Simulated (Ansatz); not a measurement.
The cluster Be8, relaxed as a triplet with UKS r2SCAN/def2-SVP in Ansatz, starting from the r2SCAN/def2-SVP geometry of the neutral singlet. Force threshold 0.02 eV/Å.

The structure comes from a short search, and lower isomers may exist.

Start:

```xyz
8

Be   -0.144   -1.380   -0.520
Be   -0.189   -1.329    1.482
Be   -1.469    0.057    0.183
Be    1.618   -0.964    0.671
Be   -0.940    0.404   -1.718
Be    1.029    0.648   -0.846
Be   -0.489    1.890   -0.435
Be    0.584    0.674    1.183
```

```tsv
step	energy (eV)	largest force component (eV/Å)	SCF passes
1	-3199.3764	0.803	206
2	-3199.6900	0.244	98
3	-3199.7136	0.090	79
4	-3199.7152	0.021	74
5	-3199.7153	0.007	70
```

Force components are those of the run's own axes.

End:

```xyz
8

Be   -0.048   -1.352   -0.580
Be   -0.191   -1.288    1.497
Be   -1.441    0.132    0.269
Be    1.605   -0.980    0.632
Be   -0.898    0.396   -1.725
Be    1.014    0.553   -0.912
Be   -0.516    1.873   -0.404
Be    0.474    0.667    1.224
```

By distances, no bond broke or formed. The bond that changes most is Be1–Be6, from 2.37 to 2.21 Å (atoms count from 1).

No frequencies were taken in this run, so the end may be a saddle point.

Run time 20 s (4 threads of Intel Xeon 6975P-C on a shared host).
